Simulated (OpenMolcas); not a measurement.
# Multiconfigurational calculation on Re4+

Re4+ with its 6 nearest chloride ions at 2.409 Å, on the Zr site of Cs2ZrCl6 (a = 10.407 Å, distance in the model lattice 2.446 Å). The rest of the host is ab initio model potentials to 7.6 Å and point charges beyond; the distance is set by hand and nothing relaxes. Ligand basis ANO-RCC-VDZP.

Input, with the lattice sites abridged:

```
&GATEWAY
Basis set
Re.ANO-RCC-VTZP.
Re1 0.0 0.0 0.0 Angstrom
End of basis
Basis set
Cl.ANO-RCC-VDZP.
L1 2.409000 0.000000 0.000000 Angstrom
L2 0.000000 2.409000 0.000000 Angstrom
L3 0.000000 0.000000 2.409000 Angstrom
End of basis
Basis set
Cs.EMB-AIMP.Seijo.0s.0s.ECP.Cs2ZrCl6.
PseudoCharge
* 4 symmetry-unique lattice sites within 7.6 angstrom
End of basis
Basis set
Cl.EMB-AIMP.Seijo.0s.0s.ECP.Cs2ZrCl6.
PseudoCharge
* 12 symmetry-unique lattice sites within 7.6 angstrom
End of basis
Basis set
Zr.EMB-AIMP.Seijo.0s.0s.ECP.Cs2ZrCl6.
PseudoCharge
* 6 symmetry-unique lattice sites within 7.6 angstrom
End of basis
Symmetry
XYZ
AngMom=0.0 0.0 0.0
AMFI
RICD
XField
1385 Angstrom 0
* Evjen-weighted lattice charges
&SEWARD
&RASSCF
FileOrb=start.orb
Symmetry=1
Spin=4
nActEl=3 0 0
Inactive=42 46
Ras2=5 0
CIRoot=10 10 1
SDav=10
CIMx=300
Iter=150 100
PrWF=0.3
OrbListing=Nothing
MaxOrb=0
LevShft=1.0
>>> COPY $Project.JobIph JOB001
&RASSCF
FileOrb=start.orb
Symmetry=1
Spin=2
nActEl=3 0 0
Inactive=42 46
Ras2=5 0
CIRoot=40 40 1
SDav=40
CIMx=300
Iter=150 100
PrWF=0.3
OrbListing=Nothing
MaxOrb=0
LevShft=1.0
>>> COPY $Project.JobIph JOB002
&RASSI
NrOfJobIphs=2 10 40
1 2 3 4 5 6 7 8 9 10
1 2 3 4 5 6 7 8 9 10 11 12 13 14 15 16 17 18 19 20 21 22 23 24 25 26 27
28 29 30 31 32 33 34 35 36 37 38 39 40
IphNames
JOB001
JOB002
EJob
SpinOrbit
DIPRint=1.0
SOCoupling=1000.0
Subsets=2
Property=9
'ANGMOM' 1 'ANGMOM' 2 'ANGMOM' 3 'MLTPL  1' 1 'MLTPL  1' 2 'MLTPL  1' 3
'AMFI' 1 'AMFI' 2 'AMFI' 3
SOProperty=3
'ANGMOM' 1 'ANGMOM' 2 'ANGMOM' 3
```

Launched by
```bash
OMP_NUM_THREADS=1 MOLCAS_MEM=2457 MOLCAS_PROJECT=a pymolcas a.inp > a.log  # once for each step of the input, in one work folder
```

A driver script runs the steps one by one and writes start.orb anew before each from the orbitals found so far.

Output, cut to the results:

```
--- SEWARD ---
Basis set label: RE.ANO-RCC...8S7P5D3F2G1H.

      Electronic valence basis set:
      ------------------
      Associated Effective Charge  75.000000 au
      Associated Actual Charge     75.000000 au
      Nuclear Model: Point charge

      Shell  nPrim  nBasis  Cartesian Spherical Contaminant
         s      24       8        X
         p      21       7        X
         d      15       5                 X
         f      11       3                 X
         g       4       2                 X
         h       2       1                 X
                  Relativistic Douglas-Kroll-Hess integrals:
                    - DKH order of Hamiltonian: 2
                    - DKH order of Properties : 0
                  Atomic mean-field integrals
--- RASSCF ---
Wave function specifications:
      -----------------------------

      Number of closed shell electrons         176
      Number of electrons in active shells       3
      Max number of holes in RAS1 space          0
      Max nr of electrons in RAS3 space          0
      Number of inactive orbitals               88
      Number of active orbitals                  5
      Number of secondary orbitals             119
      Spin quantum number                      1.5
      State symmetry                             1
Orbital specifications:
      -----------------------

      Symmetry species                           1   2
                                                ag  au
      Frozen orbitals                            0   0
      Inactive orbitals                         42  46
      Active orbitals                            5   0
      RAS1 orbitals                              0   0
      RAS2 orbitals                              5   0
      RAS3 orbitals                              0   0
      Secondary orbitals                        58  61
      Deleted orbitals                           0   0
      Number of basis functions                105 107
      Number of CSFs                            10
      Number of root(s) required                10
      Iter CI   SX   CI       RASSCF       Energy    max ROT     max BLB   max BLB  Level Ln srch  Step   QN
          iter iter root      energy       change     param      element    value   shift minimum  type update
 Nr of preliminary CI iterations:   1
      Total energies have been shifted. Add               -19000.00 au
        1   1   15    0  -441.16718337    0.00E+00  -1.06E-01*  24  54 2  3.30E-01*  1.26   0.00    SX    NO
        2   1   16    0  -441.94973595   -7.83E-01* -1.07E-01*  42  45 1  2.04E-01*  0.98   0.00    SX    NO
        3   1   16    0  -442.24493957   -2.95E-01* -7.31E-02   42  45 1  1.27E-01*  0.79   0.00    SX    NO
        4   1   16    0  -442.32934942   -8.44E-02*  3.55E-02   42  45 1  5.92E-02*  0.69   0.00    SX    NO
        5   1   16    0  -442.35599741   -2.66E-02*  4.62E-02   42  45 1  3.79E-02*  0.67   1.74    QN   YES
        6   1   15    0  -442.37032069   -1.43E-02*  1.32E-02   11  58 2  1.43E-02*  0.65   1.11    QN   YES
        7   1   14    0  -442.37157032   -1.25E-03*  3.46E-03   19  77 2 -4.18E-03*  0.65   1.17    QN   YES
        8   1   13    0  -442.37175082   -1.81E-04*  1.38E-03   20  57 1 -1.88E-03*  0.65   1.40    LS   YES
        9   1   13    0  -442.37176691   -1.61E-05* -5.57E-04   13  60 2 -1.45E-03*  0.65   1.01    QN   YES
       10   1   11    0  -442.37178230   -1.54E-05* -3.81E-04   20  57 1 -4.94E-04*  0.65   1.36    QN   YES
       11   1   10    0  -442.37178478   -2.48E-06*  1.40E-04   20  57 1 -1.72E-04*  0.65   1.16    QN   YES
       12   1    9    0  -442.37178503   -2.56E-07*  6.39E-05   46  56 2 -6.57E-05   0.65   1.46    LS   YES
       13   1    9    0  -442.37178506   -2.80E-08*  2.99E-05   11  58 2  5.74E-05   0.65   1.00    QN   YES
       14   1    7    0  -442.37178509   -3.04E-08*  2.11E-05   33  44 1  1.71E-05   0.65   1.55    QN   YES
       15   1    6    0  -442.37178510   -7.49E-09  -9.88E-06   22  43 1  8.19E-06   0.65   1.20    QN   YES
      Convergence after 15 iterations
       16   1    6    0  -442.37178510   -1.03E-09  -9.88E-06   46  56 2  4.69E-06   0.65   1.20    QN   YES
      Natural orbitals and occupation numbers for root  1
      sym 1:   1.000000  -0.000000   1.000000  -0.000000   1.000000
      Natural orbitals and occupation numbers for root  2
      sym 1:   0.998329   0.001671   0.998329   0.001671   1.000000
      Natural orbitals and occupation numbers for root  3
...
--- RASSI ---
SPIN-FREE ENERGIES:
  (Shifted by EMIN (a.u.) =     -19442.5343971831)

 SF State       Relative EMIN(au)   Rel lowest level(eV)    D:o, cm**(-1)

     1             0.0000000000        0.0000000000              0.0000
    11             0.0577027765        1.5701725390          12664.2956
    12             0.0577027765        1.5701725390          12664.2956
    13             0.0606623527        1.6507067106          13313.8475
    14             0.0606623527        1.6507067106          13313.8475
    15             0.0606623527        1.6507067106          13313.8475
    16             0.0918692092        2.4998885348          20162.9608
    17             0.0918692092        2.4998885348          20162.9608
    18             0.0918692092        2.4998885348          20162.9608
     2             0.1252372930        3.4078803513          27486.4087
     3             0.1252372930        3.4078803513          27486.4087
     4             0.1252372930        3.4078803513          27486.4087
     5             0.1551746303        4.2225168012          34056.8948
     6             0.1551746303        4.2225168012          34056.8948
     7             0.1551746303        4.2225168012          34056.8948
    19             0.1698598547        4.6221221137          37279.9290
    20             0.1736894765        4.7263314328          38120.4338
    21             0.1736894765        4.7263314328          38120.4338
    22             0.1736894765        4.7263314328          38120.4338
    23             0.1788057649        4.8655527321          39243.3293
    24             0.1788057649        4.8655527321          39243.3293
    25             0.1788057649        4.8655527321          39243.3293
    26             0.1860808921        5.0635190283          40840.0352
    27             0.1860808921        5.0635190283          40840.0352
    28             0.1954161923        5.3175454867          42888.8968
...
```

Spin-orbit levels above the lowest (labels of O, the rotations of Oh):

```tsv
E (cm-1)	Degeneracy	Label	2S+1	g
0.0	4	Γ8	4	
11940	4	Γ8	2	
13042	4	Γ8	2	
13925	2		2	0.31 0.31 0.31
21043	2		2	1.79 1.79 1.79
21839	4	Γ8	2 (90 %)	
27229	2		4	2.61 2.61 2.61
27975	4	Γ8	4 (90 %)	
28484	4	Γ8	4	
29104	2		4	2.39 2.39 2.39
33605	2		4 (79 %)	2.93 2.93 2.93
34944	4	Γ8	4 (83 %)	
35442	2		4 (81 %)	1.70 1.70 1.70
36039	4	Γ8	4	
38122	2		2 (89 %)	1.34 1.34 1.34
38615	4	Γ8	2 (87 %)	
38781	2		2 (85 %)	0.03 0.03 0.03
40043	2		2 (88 %)	0.23 0.23 0.23
41130	4	Γ8	2	
42868	4	Γ8	2
```

Without dynamic correlation the repulsion within the d shell is too large (B by tens of per cent), so at a given field states of lower spin stand too high. The least metal-like active orbital is 69 % on the metal (Löwdin) and no ligand orbital is active, so the numbers are rough. With metal d orbitals alone the field can be off either way by tens of per cent. Ligand-to-metal charge-transfer states are missing. With no ligand orbital active B as a rule stays too high, so bands that hang on it stand too high and its fall with covalency is understated. No measured value stands beside these numbers; the geometry was set by hand and not optimised.

The RASSCF and RASSI steps took 110 s on 1 thread of Arm Neoverse V1, on a shared host; the integral step is not counted.
